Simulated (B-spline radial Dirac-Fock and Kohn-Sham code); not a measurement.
Pt⁺ 5p3/2: cross section and angular parameters

System: Pt⁺, [Xe] 4f14 5d9; threshold 66.06 eV (orbital energy of the model). These are calculated numbers from a radial finite-basis atomic code; the model is Dirac-Hartree-Slater photoionisation with a Latter tail; cross sections with all multipoles, angular parameters from the dipole term and its interference with E2.

| hν (eV) | σ (kb) | β | γ | δ |
| --- | --- | --- | --- | --- |
| 76.3 | 1530 | 1.864 | -0.134 | 0.013 |
| 80 | 1300 | 1.800 | -0.098 | 0.010 |
| 100 | 605 | 1.154 | 0.338 | -0.035 |
| 103 | 552 | 1.040 | 0.377 | -0.040 |
| 150 | 233 | -0.147 | 0.232 | -0.030 |
| 167 | 199 | -0.250 | 0.108 | -0.012 |
| 300 | 109 | 0.304 | -0.033 | 0.042 |
| 866 | 31.5 | 1.332 | 0.295 | 0.009 |
| 974 | 26.7 | 1.397 | 0.282 | 0.006 |
| 1000 | 25.7 | 1.410 | 0.278 | 0.005 |
| 1130 | 21.5 | 1.468 | 0.251 | 0.002 |
| 1253.6 | 18.4 | 1.512 | 0.221 | 0.000 |
| 1640 | 12.0 | 1.606 | 0.127 | -0.002 |
| 1870 | 9.70 | 1.642 | 0.078 | -0.002 |
| 2250 | 7.07 | 1.685 | 0.015 | -0.001 |
| 2984.4 | 4.24 | 1.730 | -0.042 | 0.002 |
| 3070 | 4.03 | 1.733 | -0.044 | 0.002 |
| 3390 | 3.34 | 1.744 | -0.046 | 0.004 |
| 3530 | 3.09 | 1.747 | -0.043 | 0.004 |
| 3590 | 2.99 | 1.748 | -0.042 | 0.004 |
| 3960 | 2.46 | 1.755 | -0.026 | 0.006 |
| 6360 | ? | ? | ? | ? |
| 7120 | 0.714 | 1.749 | 0.321 | 0.015 |
| 10800 | 0.271 | 1.701 | 0.824 | 0.025 |
| 12000 | 0.210 | 1.684 | 0.981 | 0.029 |
| 13000 | 0.172 | 1.669 | 1.107 | 0.032 |

Q: Give the values at 6360 eV.

A: σ = 0.916 kb, β = 1.756, γ = 0.220, δ = 0.013.
